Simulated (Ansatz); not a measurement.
A search over several starts for the lowest SCF solution of the cluster Al₆As at the given spin, in a small basis.

```yaml
crystal:
  periodic: [false, false, false]
  atoms:
    - {symbol: As, position_ang: [-1.642137, 0.949490, -1.592877]}
    - {symbol: Al, position_ang: [-0.201564, -0.651082, 1.958044]}
    - {symbol: Al, position_ang: [-1.276719, -1.130874, -0.361729]}
    - {symbol: Al, position_ang: [0.844973, 0.313715, -1.422924]}
    - {symbol: Al, position_ang: [-0.671272, 1.502827, 0.577614]}
    - {symbol: Al, position_ang: [1.791243, 0.892312, 0.919005]}
    - {symbol: Al, position_ang: [1.155476, -1.876388, -0.077133]}
basis:
  gaussian: {orbitals: def2-SVP, initial_orbitals: start.molden}
magnetization: {spin_polarized: true, initial_magnetization: 1}
hamiltonian: {xc: pbe0, dispersion: d4}
output: {orbitals: {seedname: orbitals}}
```

The file start.molden holds the orbitals of an earlier run on this structure, at another level or in another basis.

```sh
$ ansatz run in.yaml --threads 4 --pin off --events-out ev --progress --plain --max-ram 4787MiB
```

It prints (some lines left out):

```
Functional definition: PBE0
1262 factors; integrals over basis functions are off by at most 7.5e-4 eV
mean field evaluation 1: about -100350.2682 eV, gradient 6.4e1 eV
mean field evaluation 2: about -100362.7572 eV, gradient 1.9e1 eV
mean field evaluation 4: about -100377.2327 eV, gradient 4.4e0 eV
mean field evaluation 8: about -100378.1635 eV, gradient 4.2e-1 eV
mean field evaluation 16: about -100378.1757 eV, gradient 2.8e-5 eV
mean field evaluation 32: about -100378.1739 eV, gradient 9.5e-2 eV
mean field evaluation 64: about -100377.4828 eV, gradient 2.7e0 eV
mean field -100378.17566401 eV, -3688.8299168813 hartree, gradient 6.2e-6 eV, S^2 0.970413; 8 other end points of the search recorded, 0 dependent functions left out
reference -100378.17569098 eV, -3688.8299178724 hartree; 56, 55 occupied and 84, 85 virtual orbitals, 1262 factors
Total energy: -100378.58191416 eV, -3688.8448462989 hartree
```

Hardware: 4 threads of Arm Neoverse V2 on a shared host. Wall time 24 s.

The charge 0 doublet is spin-contaminated (final ⟨S²⟩ up to 0.97, 0.75 for a pure state). The structure comes from a short search, and lower isomers may exist.
